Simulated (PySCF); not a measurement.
How the method moves the HOMO and LUMO of `OCCC#[N+][AlH3-]`

Species: C3H8AlNO.
SMILES with atom numbers: `[OH:1][CH2:2][CH2:3][C:4]#[N+:5][AlH3-:6]` (hydrogens: H7 on O1; H8, H9 on C2; H10, H11 on C3; H12, H13, H14 on Al6)

Cartesian coordinates in Å at the PBE0-D3(BJ)/def2-SVP level; atoms count from 1:
```
atom  x, y, z in Å
O1    -1.1798   -1.3370   -0.2620
C2    -1.7119   -0.0790   -0.4682
C3    -1.3652    0.8951    0.6917
C4     0.0757    0.9064    0.7932
N5     1.2100    0.7197    0.6898
Al6    2.6447   -0.4577   -0.1686
H7    -0.2569   -1.3735   -0.5775
H8    -1.3842    0.3817   -1.4188
H9    -2.8105   -0.1584   -0.5032
H10   -1.7860    0.5267    1.6401
H11   -1.7477    1.9114    0.5079
H12    3.4992    0.5634   -1.0476
H13    1.5102   -1.3019   -0.9816
H14    3.3013   -1.1966    1.0835
```

Basis pcSseg-1 throughout (PySCF), one geometry. One conformer (not necessarily the lowest) at the PBE0-D3(BJ)/def2-SVP geometry, without solvent, vibrations or thermal averaging.

**Question.** How do the orbital energies, the gap and the dipole change with the method?

**Answer.** 
| method | kind | HOMO (eV) | LUMO (eV) | gap (eV) | μ (D) | SCF cycles |
| --- | --- | --- | --- | --- | --- | --- |
| BLYP | GGA | -6.23 | -2.24 | 3.99 | 6.31 | 15 |
| OPBE | GGA | -6.30 | -2.25 | 4.05 | 6.36 | 16 |
| B97-D | GGA | -6.34 | -2.31 | 4.03 | 6.42 | 15 |
| PBE | GGA | -6.34 | -2.37 | 3.98 | 6.31 | 15 |
| KT2 | GGA | -6.39 | -2.35 | 4.04 | 6.25 | 16 |
| LDA | LDA | -6.40 | -2.60 | 3.80 | 6.30 | 15 |
| KT3 | GGA | -6.41 | -2.32 | 4.10 | 6.26 | 16 |
| BP86 | GGA | -6.45 | -2.47 | 3.97 | 6.37 | 15 |
| B97-2 | global hybrid | -7.34 | -1.42 | 5.92 | 6.60 | 14 |
| B3LYP | global hybrid | -7.37 | -1.59 | 5.78 | 6.54 | 14 |
| PBE0 | global hybrid | -7.58 | -1.35 | 6.23 | 6.59 | 14 |
| mPW1PW91 | global hybrid | -7.61 | -1.37 | 6.23 | 6.61 | 14 |
| BHandHLYP | global hybrid | -8.75 | -0.19 | 8.56 | 6.80 | 13 |
| CAM-B3LYP | range-separated hybrid | -8.96 | -0.18 | 8.78 | 6.67 | 13 |
| wB97X-D | range-separated hybrid | -9.48 | 0.47 | 9.95 | 6.71 | 14 |
| LC-wPBE | range-separated hybrid | -10.37 | 1.01 | 11.37 | 6.80 | 14 |
| HF | Hartree–Fock | -10.63 | 2.68 | 13.32 | 7.22 | 12 |

The HOMO spans 4.41 eV, from BLYP down to HF, and the gap runs from 3.80 eV (LDA) to 13.32 eV (HF). Over the methods BLYP (0 %), OPBE (0 %), B97-D (0 %), PBE (0 %), KT2 (0 %), LDA (0 %), KT3 (0 %), BP86 (0 %), B97-2 (21 %), B3LYP (20 %), PBE0 (25 %), mPW1PW91 (25 %), BHandHLYP (50 %), HF (100 %), a straight line through the gap against the share of exact exchange rises by 0.93 eV for each 10 % (correlation coefficient 1.000). The dipole ranges from 6.25 D (KT2) to 7.22 D (HF). This basis has no diffuse functions.
